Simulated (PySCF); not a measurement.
A TDDFT job, as run on `[SiH3]O[SiH2]CBr`.

The calculation used TDDFT PBE0/def2-SVPD, vertical, gas phase, core orbitals frozen in the response in PySCF.

Input of the driver that calls PySCF (job settings, then Cartesian coordinates in Å):

```
{"job": {"kind": "uv", "xc": "PBE0", "basis": "def2-SVPD", "nstates": 8, "ntriplets": 3}, "charge": 0, "multiplicity": 1}
Si    -2.0540     0.1062    -0.6926
O     -0.9279    -0.1444     0.4643
Si     0.5178    -0.4174     1.1139
C      1.8495     0.3649    -0.0093
Br     1.8225    -0.5079    -1.7507
H     -3.3058    -0.2083    -0.0120
H     -1.9423     1.5156    -1.0664
H     -1.7613    -0.7820    -1.8116
H      0.5324     0.2728     2.3990
H      0.7334    -1.8592     1.1657
H      2.8573     0.2373     0.3753
H      1.6795     1.4217    -0.2015
```

Output:

```
coarse grid: 47824 points
cycle   1  E = -3269.4058012335  dE = -7.633e-01  |g| = 7.180e-01  |ddm| = 4.348e+00
cycle   2  E = -3269.2077187662  dE =  1.981e-01  |g| = 1.226e+00  |ddm| = 1.863e+00
cycle   3  E = -3269.5015359831  dE = -2.938e-01  |g| = 6.964e-02  |ddm| = 1.184e+00
cycle   4  E = -3269.5025530978  dE = -1.017e-03  |g| = 2.355e-02  |ddm| = 1.545e-01
cycle   5  E = -3269.5026782122  dE = -1.251e-04  |g| = 9.324e-03  |ddm| = 4.435e-02
cycle   6  E = -3269.5027018733  dE = -2.366e-05  |g| = 1.939e-03  |ddm| = 1.387e-02
cycle   7  E = -3269.5027029070  dE = -1.034e-06  |g| = 3.833e-04  |ddm| = 2.956e-03
final grid: 96952 points
cycle   8  E = -3269.5026964744  dE = -4.828e-08  |g| = 3.733e-04  |ddm| = 5.379e-03
cycle   9  E = -3269.5026964710  dE =  3.457e-09  |g| = 3.918e-04  |ddm| = 1.015e-03
cycle  10  E = -3269.5026964971  dE = -2.611e-08  |g| = 5.606e-05  |ddm| = 4.835e-04
cycle  11  E = -3269.5026964979  dE = -8.395e-10  |g| = 4.395e-06  |ddm| = 6.829e-05
converged SCF energy = -3269.5026964979

Static polarisability (au): isotropic 87.300, principal 76.586 88.437 96.876

Singlet excitations
state   eV       nm        f      main configurations
  1   5.7188    216.8   0.01638   H->L 0.97
  2   6.0164    206.1   0.00221   H-1->L 0.97
  3   6.6475    186.5   0.02410   H->L+1 0.94
  4   7.0589    175.6   0.01383   H-1->L+1 0.93
  5   7.0874    174.9   0.00628   H-2->L 0.80, H-2->L+1 0.14
  6   7.1425    173.6   0.01374   H->L+2 0.82
  7   7.2514    171.0   0.00558   H-2->L+1 0.82, H-2->L 0.15
  8   7.3432    168.8   0.02243   H-3->L 0.85

Triplet excitations (Tamm-Dancoff, eV): 5.0608 5.3622 6.4708
```

The SCF starts on a coarse grid; the energy jumps when the final grid takes over, and dE counts afresh there. The run used 188 basis functions and 11 SCF iterations for the ground state.

Time: 57 s of wall time; peak memory 0.73 GiB. Hardware: one thread of an Intel Xeon at 2.70 GHz, no GPU, shared host with 64 logical CPUs at a one-minute load of 41.

The structure is a single GFN2-xTB conformer in the gas phase; no vibrational or solvent corrections. Relativistic effects, spin–orbit coupling among them, are left out although an element past zinc is present.
